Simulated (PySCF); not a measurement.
A structure optimised at ωB97X-D3(BJ)/def2-SVP, used in a PySCF frequency run:

```xyz
12

B     -0.1730    -0.0065     0.1972
Cl    -0.8886     0.1866     1.8136
C      0.8129    -1.2074    -0.0160
C      1.9251    -1.1630    -0.7625
H      0.6256    -2.1183     0.5669
H      2.6239    -2.0062    -0.8113
H      2.2081    -0.2758    -1.3399
O     -0.5489     0.9079    -0.7141
C     -0.1977     0.9084    -2.0832
H     -0.0217    -0.1106    -2.4616
H     -1.0246     1.3671    -2.6448
H      0.7094     1.5135    -2.2431
```

Question: Write its SMILES and formula.

Answer: C=CB(Cl)OC, C3H6BClO

Question: What are its rotational constants (standard atomic weights)?

Answer: 3.6985, 2.0780, 1.3697 GHz
